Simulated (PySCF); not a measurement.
## Telling isomers of C5H7NO3Si apart by NMR

Calculated, not measured (PySCF): GFN2-xTB structure, PBE0/pcSseg-1 with gauge-including orbitals. Non-relativistic Hamiltonian, one averaged value for each set of equivalent atoms, no solvent model, one computed conformer.

Scale: TMS for 1H (σ = 31.72 ppm) and 13C (σ = 186.93 ppm) (reference shieldings calculated alike). Where no couplings were computed, multiplicities follow the n + 1 count of equivalent neighbours, and m marks all less simple cases (inequivalent or close neighbours, rings, F or P nearby). Shifts are as computed. Against solution values, carbons near 30 ppm lie about +3 ppm off and those near 130 ppm about +5 ppm. Of 1309 compounds with measured shifts, 239 miss one by over three times the rms of a fit or turn the order of signals round; such compounds aren't used in these exercises. OH and NH positions are gas-phase values without hydrogen bonding to other molecules.

(1) Tabulate the signals of `O=CO[Si@@H](O)n1cccc1`, `C/C=C(/C#N)O[SiH2]OC=O`, `CC(=O)c1nocc1O[SiH3]`, `CC(=O)O[C@@]([SiH3])(C#N)C=O` and their relative energies.

(2) What is the quickest way to tell O=CO[Si@@H](O)n1cccc1 from CC(=O)O[C@@]([SiH3])(C#N)C=O?

(3) What is the quickest way to tell O=CO[Si@@H](O)n1cccc1 from C/C=C(/C#N)O[SiH2]OC=O?

(4) What is the quickest way to tell CC(=O)c1nocc1O[SiH3] from CC(=O)O[C@@]([SiH3])(C#N)C=O?

Answers

(1) 
```tsv
SMILES	carbon types	δC	δH	E rel. (kcal/mol)
O=CO[Si@@H](O)n1cccc1	5×CH	167.1, 124.3, 118.1	8.23 (s, 1H), 6.91 (m, 2H), 6.68 (m, 2H), 5.64 (s, 1H), 3.84 (br s, 1H)	0.0
C/C=C(/C#N)O[SiH2]OC=O	2×C 2×CH 1×CH3	163.9, 137.9, 129.9, 120.5, 14.9	8.01 (s, 1H), 6.16 (q, 1H), 5.35 (s, 2H), 2.09 (d, 3H)	50.1
CC(=O)c1nocc1O[SiH3]	3×C 1×CH 1×CH3	196.0, 156.6, 149.5, 148.7, 31.1	8.34 (s, 1H), 5.14 (s, 3H), 2.75 (s, 3H)	101.0
CC(=O)O[C@@]([SiH3])(C#N)C=O	3×C 1×CH 1×CH3	192.1, 184.2, 118.2, 77.9, 22.4	9.57 (s, 1H), 4.63 (s, 3H), 2.45 (s, 3H)	97.2
```

Energies are electronic energies at PBE0/pcSseg-1 on these geometries, without zero-point or thermal terms, each for the one conformer computed, which needn't be the lowest.

(2) Count the carbon signals: 3 against 5. The first has an aromatic CH next to a ring nitrogen at 124.3 ppm, the second an ester carbonyl carbon (C) at 184.2 ppm. Their most deshielded carbons lie at 167.1 and 192.1 ppm. In the proton spectra the most deshielded non-exchanging signals are 8.23 (s, 1H) and 9.57 (s, 1H).

(3) Count the carbon signals: 3 against 5. The first has an aromatic CH at 118.1 ppm, the second an alkene carbon bearing oxygen (C) at 129.9 ppm. Their most deshielded carbons lie at 167.1 and 163.9 ppm.

(4) Both give the same number of carbon signals, with the same numbers of each carbon type, so the positions decide. The first has an aromatic CH next to the ring oxygen at 148.7 ppm, the second a fully substituted sp3 carbon bonded to O and Si, α to a carbonyl (C) at 77.9 ppm. Their most deshielded carbons lie at 196.0 and 192.1 ppm. In the proton spectra the most deshielded non-exchanging signals are 8.34 (s, 1H) and 9.57 (s, 1H).
